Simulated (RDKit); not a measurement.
A run for RDKit: MMFF94 on H6OSi2 (SMILES [SiH3]O[SiH3]).

```python
from rdkit import Chem
from rdkit.Chem import AllChem, rdDetermineBonds

blocks = [
'''9

Si    1.59389771   -0.31811528    0.08450649
O    -0.00003813    0.00001461    0.00007268
Si   -1.59394629    0.31810515   -0.08448837
H     2.03951332   -0.96080982   -1.17266195
H     2.34263767    0.94380501    0.28209376
H     1.85927491   -1.22869396    1.22139533
H    -2.30178318   -0.39827427    1.00079640
H    -2.12126519   -0.13038761   -1.39325561
H    -1.81839083    1.77425617    0.06154126
''',
]
mol = None
for b in blocks:
    f = Chem.MolFromXYZBlock(b)
    rdDetermineBonds.DetermineBonds(f, charge=0)
    mol = f if mol is None else Chem.CombineMols(mol, f)
Chem.SanitizeMol(mol)
print(Chem.MolToSmiles(Chem.RemoveHs(mol)))
ff = AllChem.MMFFGetMoleculeForceField(mol, AllChem.MMFFGetMoleculeProperties(mol), nonBondedThresh=100.0, ignoreInterfragInteractions=False)
e = ff.CalcEnergy()
print(f'MMFF94 energy {e:.6f} kcal/mol')
```

It printed:

```
[SiH3]O[SiH3]
MMFF94 energy -26.946526 kcal/mol
```

The run finished.

Cost: very roughly 0.03 core-seconds.
